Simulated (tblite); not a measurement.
trigermane (H8Ge3), singlet, at a GFN2-xTB geometry; IPEA1-xTB (tblite).

Here is a job for tblite.
```
$ tblite run mol.xyz --method ipea1 --charge 0 --spin 0 --json tblite.json --no-restart

# file mol.xyz
11

Ge     1.90001561     0.78760798     0.01267175
Ge     0.15905914    -0.82974910    -0.11782222
Ge    -2.05434673     0.01685078     0.10147719
H      3.27897541     0.21486417    -0.12015679
H      1.80378477     1.84519785    -1.04687745
H      1.90523439     1.54160056     1.30964904
H      0.39427060    -1.90879813     0.91539890
H      0.28126416    -1.60150252    -1.41267263
H     -2.46127627     0.90549142    -1.03640104
H     -2.24165164     0.85542957     1.33132862
H     -3.11189834    -1.04299234     0.17727632
```

Q: Write the output that tblite gives for this input, abridged.

A: 
```
xTB calculator
 | screened Coulomb repulsion
 | Coulomb electrostatics
 |  * isotropic Klopman-Ohno-Mataga-Nishimoto electrostatics
 |  * onsite third-order electrostatics
 | DFT-D3(BJ) dispersion correction

halogen bonding energy    0.0000000000000E+00 Eh
repulsion energy          1.2452329907919E-01 Eh
dispersion energy        -3.6076294385373E-03 Eh
number of electrons       2.0000000000000E+01 e
integral cutoff           4.0000000000000E+01 bohr

------------------------------------------------------------
  cycle        total energy    energy error   density error
------------------------------------------------------------
      1     -11.31521075370  -1.1436126E+01   3.7166348E-01
      2     -11.30677143401   8.4393197E-03   2.0826519E-01
      3     -11.03701398049   2.6975745E-01   1.9282061E-01
      4     -11.33153409482  -2.9452011E-01   1.6249888E-02
      5     -11.33174808489  -2.1399007E-04   5.9356471E-03
      6     -11.33176410861  -1.6023717E-05   1.2754530E-03
      7     -11.33176820918  -4.1005714E-06   3.1576041E-04
      8     -11.33176857042  -3.6123945E-07   1.7460793E-04
      9     -11.33176865893  -8.8507051E-08   4.6124588E-05
     10     -11.33176866233  -3.4066190E-09   1.4194597E-05
------------------------------------------------------------

electronic energy        -1.1452684331974E+01 Eh
total energy             -1.1331768662333E+01 Eh

Post processing:
 | Mayer-Wiberg bond orders

[Info] JSON dump of results written to 'tblite.json'
```
